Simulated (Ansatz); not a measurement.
`BrB1CC1Br`. The species carries charge 0 and has multiplicity 1.

```xyz
8

Br    1.848    2.084    0.337
B     0.624    0.727   -0.024
C    -0.788    0.284   -0.360
C     0.289   -0.751    0.035
Br    0.183   -1.566    1.769
H    -1.139    0.199   -1.385
H    -1.588    0.499    0.345
H     0.571   -1.476   -0.718
```

**Question.** What are the harmonic wavenumbers in cm⁻¹ at PBE0-D4/def2-TZVP (Ansatz, finite differences of forces, unscaled)? (An estimate is asked.)

**Answer.** Computed: 57, 197, 260, 347, 418, 569, 656, 885, 906, 945, 1004, 1073, 1181, 1341, 1424, 3121, 3190, 3201.

**Question.** Is this a minimum?

**Answer.** Yes, all 18 modes are real.

**Question.** Give the ideal-gas thermochemistry at 298.15 K and 1 bar (rigid rotor, harmonic oscillator; point group C1, symmetry number 1).

**Answer.** Zero-point energy 124.3 kJ/mol; H(298) − E = 142.3 kJ/mol; entropy 348.2 J/(mol·K), of which translation 174.8, rotation 123.2, vibration 50.2; G(298) − E = 38.4 kJ/mol. Modes under 100 cm⁻¹ are hindered rotations or soft bends, so the harmonic entropy is rough.

**Question.** Rotational constants (cm⁻¹)?

**Answer.** 0.1648, 0.02248, 0.02031.
